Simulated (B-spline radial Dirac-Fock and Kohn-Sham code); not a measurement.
Core-level shifts of neodymium with charge state

Model: Dirac-Fock energy differences between relaxed states, corrected for Breit and QED terms. Program: an atomic code on a B-spline grid. Each ion is free and in its tabulated ground configuration. Correlation and solid-state effects are left out.

Reference: Nd⁵⁴⁺, [He] 2s2 2p2, with K (1s) 48851.2 eV. Shifts from it, in eV (a dash: the subshell is empty, belongs to an open shell averaged over j, or its hole state is left out as unreliable):

```
  ion  configuration   K (1s)
Nd⁵⁵⁺   [He] 2s2 2p1   +388.9
Nd⁵⁶⁺       [He] 2s2   +782.6
Nd⁵⁷⁺       [He] 2s1        –
Nd⁵⁸⁺            1s2  +1485.3
Nd⁵⁹⁺            1s1  +2664.6
```

Values without a named source are computed, but for edge energies of neutral atoms, which are taken from tables.
